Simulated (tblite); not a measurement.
Compound: C₆H₁₁N₃.
Bonds: C1–C2, C2–C3 (aromatic), C3–N4 (aromatic), N4–N5 (aromatic), N5–N6 (aromatic), N6–C7, C7–C8, C7–C9, C2–N6 (aromatic). Hydrogens: H10, H11, H12 on C1; H13 on C3; H14 on C7; H15, H16, H17 on C8; H18, H19, H20 on C9.

Computed geometry: GFN2-xTB, gas phase.

(1) What internal coordinates does the optimisation give?

## Answers

(1) 
| bond | length (Å) |
| --- | --- |
| C1–C2 | 1.483 |
| C2–C3 | 1.380 |
| C3–N4 | 1.345 |
| N4–N5 | 1.278 |
| N5–N6 | 1.331 |
| N6–C7 | 1.445 |
| C7–C8, C7–C9 | 1.527 |
| C2–N6 | 1.357 |
| C1–H10, C1–H11, C1–H12 | 1.089 |
| C3–H13 | 1.070 |
| C7–H14 | 1.095 |
| C8–H15 and 5 like bonds | 1.087 |

Bonds in one row agree within 0.01 Å and their mean is given. A selection of angles:
| angle | degrees |
| --- | --- |
| C1–C2–C3 | 131.7 |
| C1–C2–N6 | 124.8 |
| C3–C2–N6 | 103.6 |
| C2–C3–N4 | 108.4 |
| C3–N4–N5 | 109.1 |
| N4–N5–N6 | 109.0 |
| N5–N6–C7 | 120.6 |
| C2–N6–N5 | 109.9 |
| C2–N6–C7 | 129.4 |
| N6–C7–C8 | 109.1 |
| C8–C7–C9 | 111.3 |

Torsions: N5–N6–C7–C8 61° (synclinal).

The 3 C–N bonds span 1.345 Å (C3–N4, aromatic) to 1.445 Å (N6–C7, drawn single), a spread of 0.100 Å. The 4 C–C bonds span 1.380 Å (C2–C3, aromatic) to 1.527 Å (C7–C8, drawn single), a spread of 0.147 Å. The 5-membered ring C2–C3–N4–N5–N6 has internal angles of 103.6° to 109.9°; it is planar, 0.00 Å rms from its mean plane, widest ring torsion 0°. The 2 N–N bonds span 1.278 Å (N4–N5, aromatic) to 1.331 Å (N5–N6, aromatic), a spread of 0.053 Å. Of the pairs four or more bonds apart, C1···H14 is among the closest relative to their van der Waals radii: 2.65 Å, 91 % of the sum of Bondi's values. N6 (pyrrole-type nitrogen) is planar (angles 129.4°, 120.6° and 109.9°, sum 360.0°, 0.00 Å off the plane of its three neighbours). N5 (pyridine-type nitrogen) is bent (angle 109.0°).

Point group: Cs (tolerance 0.08 Å). Its lowest GFN2-xTB frequency is 13 cm⁻¹, too small to tell a flat minimum from a shallow saddle. One conformer, not necessarily the lowest.
